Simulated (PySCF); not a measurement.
**Correlation energy of C⁺ (carbon, charge +1)**

[He] 2s2 2p1, 2P determinant. Computed with PySCF 2.14 in aug-cc-pVTZ (5s4p3d2f, 46 functions), with the non-relativistic Hamiltonian (point nucleus). Frozen: 1s2; 3 electrons correlated.

```json
{"level": "CCSD", "correlation energy (mhartree)": "-74.69"}
{"level": "(T)", "correlation energy (mhartree)": "-1.16"}
{"level": "CCSD(T)", "correlation energy (mhartree)": "-75.85"}
{"level": "CCSDT", "correlation energy (mhartree)": "-76.17"}
```

Diagnostics: T1 = 0.0095, D1 = 0.0181, largest double amplitude 0.131.

Question: Is a single reference adequate?

Answer: Mostly. T1 lies below 0.03, but a double amplitude of this size points to a near-degeneracy that CCSD handles and MP2 describes poorly.
